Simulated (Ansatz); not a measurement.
`N#[C][SnH2][F]` + HI → `[F][SnH2][I]` + `C#N` at 600 K and 1 bar (ligand exchange at the Sn–C bond).

Calculated with Ansatz (gas phase, PBE0-D4/def2-TZVP geometries, no zero-point term in ΔE). CCSD(T)/CBS is the MP2 limit (def2-TZVPP, def2-QZVPP) plus CCSD(T) − MP2 in def2-TZVPP, frozen cores. This one scheme is used for every species. Elements past krypton have def2 core potentials. For I, Sn outer-core shells are correlated without core-valence functions, which leaves a few kJ/mol of doubt a bond.

```csv
species,CCSD(T)/CBS energy (Eh),H − E (kJ/mol),S (J/(mol·K))
`N#[C][SnH2][F]`,-407.77206,108.2,391.5
HI,-298.03592,31.6,227.0
`[F][SnH2][I]`,-612.52381,83.0,385.4
`C#N`,-93.32098,64.3,228.4
```

H − E and S are ideal-gas, rigid-rotor, harmonic terms from PBE0-D4/def2-TZVP. 1 Eh = 2625.50 kJ/mol, R = 8.31446 J/(mol·K).

Problem. By hand: ΔE, ΔH, ΔS and ΔG.

Solution. ΔE = (-612.52381) + (-93.32098) − (-407.77206) − (-298.03592) = -0.03681 Eh = -96.6 kJ/mol. Δ(H − E) = 83.0 + 64.3 − 108.2 − 31.6 = 7.5, so ΔH = -89.1 kJ/mol. ΔS = 385.4 + 228.4 − 391.5 − 227.0 = -4.7 J/(mol·K). ΔG = -89.1 − 600 × (-4.7)/1000 = -86.3 kJ/mol.

Problem. By hand: the equilibrium constant, and the temperature at which ΔG would vanish if ΔH and ΔS stayed fixed.

Solution. log₁₀ K = −ΔG/(RT ln 10) = 7.5. ΔG = 0 at ΔH/ΔS = 18957 K, far beyond where these terms or the molecules hold.

The number of gas molecules stays the same, so ΔS is small and ΔH decides. A doubt of 5 kJ/mol in ΔE shifts log₁₀ K by 0.4 here. These are equilibria of isolated gas molecules and say nothing of rates. Largest T1 diagnostic: 0.014 (customary marks: 0.02 for closed shells, 0.045 for open ones).
